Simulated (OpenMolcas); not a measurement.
Yb3+ in Cs2NaYBr6

Yb3+ with its 6 nearest bromide ions at 2.773 Å, on the Y site of Cs2NaYBr6 (a = 11.3047 Å, distance in the model lattice 2.765 Å). The rest of the host is ab initio model potentials to 7.6 Å, with orthogonalisation functions on the cations behind the ligands, and point charges beyond; the distance is set by hand and nothing relaxes. Ligand basis ANO-RCC-VDZP.
```
Yb    0.0000    0.0000    0.0000
Br    2.7730    0.0000    0.0000
Br    0.0000    2.7730    0.0000
Br   -2.7730    0.0000    0.0000
Br    0.0000   -2.7730    0.0000
Br    0.0000    0.0000    2.7730
Br    0.0000    0.0000   -2.7730
```

- Program: OpenMolcas
- Method: SS-CASPT2, IPEA 0.25 Eh, imaginary shift 0.1 Eh (closed shells correlated: 5s 5p and the ligand valence shells)
- Basis: ANO-RCC-VDZP [7s6p4d2f1g]
- Scalar Hamiltonian: DKH2, point nucleus
- Active space: 13 electrons in 7 orbitals (4f)
- State averaging: 2S+1 = 2 odd, 7 roots
- Spin-orbit coupling: RASSI with atomic mean-field integrals over the reference wave functions

The lowest spin-free states (labels of O, the rotations of Oh), above the lowest:

```json
{"State": "2T1", "Degeneracy": "3", "E (cm-1)": "0"}
{"State": "2T2", "Degeneracy": "3", "E (cm-1)": "310"}
{"State": "2A2", "Degeneracy": "1", "E (cm-1)": "520"}
```

The lowest levels with spin-orbit coupling:

```csv
E (cm-1),Degeneracy,Label,2S+1,g
0,2,Γ6,2,2.66 2.66 2.66
190,4,Γ8,2,
420,2,Γ7,2,3.41 3.41 3.41
10560,4,Γ8,2,
10850,2,Γ7,2,1.41 1.41 1.41
```

Powder χT (cm3 K/mol): 0.69 at 2 K, 0.802 at 10 K, 1.35 at 50 K, 1.89 at 100 K, 2.32 at 200 K, 2.44 at 300 K. The effective moment at 300 K is 2.828 √(χT) = 4.42 μB.

Hund's rules give f13 the level 2F7/2 with g = 1.143, so an isolated free-ion multiplet has χT = g² J(J+1) / 8 = 2.571 cm3 K/mol. The computed 2.443 at 300 K differs by -5 %, through the field's splitting, the mixing of terms and any other multiplet in reach.

Stevens parameters of the J = 7/2 multiplet, which is 421 cm-1 wide (cm-1, z along the main axis): B40 = -2.150e-01, B44 = -1.075e+00, B60 = 7.757e-04, B64 = -1.629e-02.

Roots that are degenerate in the reference are averaged as groups; the widest CASPT2 spread within a group is 41 cm-1 (the 3-fold group of multiplicity 2 near 0 cm-1 above the lowest state of its run). Shifts and gaps below about the spread of the groups concerned are not significant. Over all roots computed the reference weight is 0.68; a low but even weight reflects the number of correlated electrons. Splittings of an f shell from a small cluster at a set distance can be off by tens of per cent, mostly too small. No measured value stands beside these numbers; the geometry was set by hand and not optimised.
